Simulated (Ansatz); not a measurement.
Consider the ligand exchange at the Si–S bond: `C[Si]S` + CH₃SH → `C[Si]SC` + H₂S.

Isolated molecules relaxed with PBE0-D4/def2-TZVP in Ansatz; ΔE leaves out vibrations. CCSD(T)/CBS adds triple-zeta CCSD(T) − MP2 to the extrapolated MP2 energy (def2 sets, frozen cores). This one scheme is used for every species. Functionals use def2-TZVPP. B3LYP here is the variant with VWN-RPA as its local correlation; programs differ in this. One conformer a species, not always the lowest.

`C[Si]S`:

Cartesian coordinates in Å:
```
C 0.743 0.583 0.527
Si 0.294 -1.100 -0.233
S -1.676 -0.553 -0.833
H -0.094 1.181 0.893
H 1.248 1.159 -0.260
H 1.472 0.451 1.330
H -1.988 -1.720 -1.424
```

CH₃SH:

Z-matrix (Å, degrees):
```
C
S 1 1.806
H 1 1.089 2 111.5
H 1 1.089 2 111.5 3 -123.8
H 1 1.090 2 106.2 3 118.1
H 2 1.342 1 97.1 3 61.9
```

`C[Si]SC`:

Z-matrix (Å, degrees):
```
C
Si 1 1.903
H 1 1.091 2 116.5
H 1 1.096 2 108.4 3 -123.2
H 1 1.097 2 108.0 3 122.6
S 2 2.108 1 96.6 3 -2.5
C 6 1.812 2 103.4 1 -179.7
H 7 1.091 6 110.3 2 -0.2
H 7 1.090 6 109.0 2 -120.6
H 7 1.090 6 109.1 2 120.2
```

H₂S:

Z-matrix (Å, degrees):
```
S
H 1 1.341
H 1 1.341 2 92.3
```

```json
{"level": "PBE-D4", "ΔE (kJ/mol)": "-7.8", "difference from CCSD(T)/CBS": "-1.6"}
{"level": "PBE0-D4", "ΔE (kJ/mol)": "-6.1", "difference from CCSD(T)/CBS": "0.1"}
{"level": "ωB97M-V", "ΔE (kJ/mol)": "-4.0", "difference from CCSD(T)/CBS": "2.2"}
{"level": "PBE", "ΔE (kJ/mol)": "-5.4", "difference from CCSD(T)/CBS": "0.8"}
{"level": "r2SCAN", "ΔE (kJ/mol)": "-5.9", "difference from CCSD(T)/CBS": "0.3"}
{"level": "PBE0", "ΔE (kJ/mol)": "-4.0", "difference from CCSD(T)/CBS": "2.2"}
{"level": "B3LYP", "ΔE (kJ/mol)": "-2.2", "difference from CCSD(T)/CBS": "4.0"}
{"level": "HF/def2-TZVPP", "ΔE (kJ/mol)": "2.7", "difference from CCSD(T)/CBS": "8.9"}
{"level": "MP2/def2-TZVPP", "ΔE (kJ/mol)": "-7.0", "difference from CCSD(T)/CBS": "-0.8"}
{"level": "SCS-MP2/def2-TZVPP", "ΔE (kJ/mol)": "-4.6", "difference from CCSD(T)/CBS": "1.6"}
{"level": "CCSD/def2-TZVPP", "ΔE (kJ/mol)": "-3.2", "difference from CCSD(T)/CBS": "3.0"}
{"level": "CCSD(T)/def2-TZVPP", "ΔE (kJ/mol)": "-5.4", "difference from CCSD(T)/CBS": "0.8"}
{"level": "HF/def2-QZVPP", "ΔE (kJ/mol)": "2.6", "difference from CCSD(T)/CBS": "8.8"}
{"level": "MP2/def2-QZVPP", "ΔE (kJ/mol)": "-7.5", "difference from CCSD(T)/CBS": "-1.3"}
{"level": "SCS-MP2/def2-QZVPP", "ΔE (kJ/mol)": "-5.1", "difference from CCSD(T)/CBS": "1.1"}
{"level": "MP2/CBS(def2)", "ΔE (kJ/mol)": "-7.8", "difference from CCSD(T)/CBS": "-1.6"}
{"level": "CCSD(T)/CBS", "ΔE (kJ/mol)": "-6.2", "difference from CCSD(T)/CBS": "0"}
```

Largest T1 diagnostic among the species: 0.014.

The D4 term adds −3.7 kJ/mol with B3LYP and −2.1 kJ/mol with PBE0; it sums over pairs of atoms, weighted by their polarisabilities, and B3LYP, whose exchange is more repulsive, gets the larger term. In def2-TZVPP, CCSD(T) changes the Hartree–Fock value by −8.1 kJ/mol (the triples alone add −2.1 kJ/mol) and MP2 by −9.7 kJ/mol.
